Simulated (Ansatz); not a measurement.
Relaxation of C2H8FNOSi (14 atoms, charge 0, multiplicity 1), to a largest force component of 0.015 eV/Å in at most 40 steps.

Computed with RKS PBE0-D4/def2-SVP in Ansatz 0.2.0.

```xyz
14
Properties=species:S:1:pos:R:3
C -0.470 -1.546 0.654
Si 0.247 0.035 -0.067
N 0.985 -0.340 -1.556
O 1.638 0.541 0.823
C -1.033 1.368 -0.274
F -1.427 1.796 0.985
H 0.250 -2.296 0.756
H -1.282 -1.856 -0.009
H -0.942 -1.286 1.672
H 1.683 -1.093 -1.341
H 1.595 0.451 -1.777
H 1.377 0.891 1.726
H -0.686 2.276 -0.794
H -1.947 1.030 -0.771
```

Question: Where does it end, and by what steps?

Answer: The forces met the threshold. After 10 steps the energy has fallen by 0.529 eV; H12 moved furthest, 0.55 Å.

| step | energy less start (eV) | largest force component (eV/Å) | accepted |
| --- | --- | --- | --- |
| 0 | 0.0000 | 2.827 | yes |
| 1 | -0.3703 | 1.143 | yes |
| 2 | -0.4594 | 0.462 | yes |
| 3 | -0.5032 | 0.312 | yes |
| 4 | -0.5127 | 0.261 | yes |
| 5 | -0.5206 | 0.172 | yes |
| 6 | -0.5066 | 1.020 | no |
| 7 | -0.5260 | 0.078 | yes |
| 8 | -0.5279 | 0.062 | yes |
| 9 | -0.5284 | 0.077 | yes |
| 10 | -0.5287 | 0.015 | yes |

```xyz
14
Properties=species:S:1:pos:R:3
C -0.451 -1.580 0.618
Si 0.335 -0.003 0.006
N 1.073 -0.313 -1.515
O 1.414 0.626 1.119
C -0.948 1.387 -0.172
F -1.161 1.925 1.100
H 0.313 -2.332 0.873
H -1.130 -2.014 -0.132
H -1.035 -1.379 1.530
H 1.382 -1.252 -1.737
H 1.690 0.374 -1.933
H 1.004 1.292 1.682
H -0.583 2.195 -0.833
H -1.915 1.046 -0.579
```

Whether the end is a true minimum wasn't checked by a vibrational analysis.

The run took 31 s on 2 threads of Intel(R) Xeon(R) 6975P-C (Granite Rapids), on a shared host, peak memory 0.34 GiB.
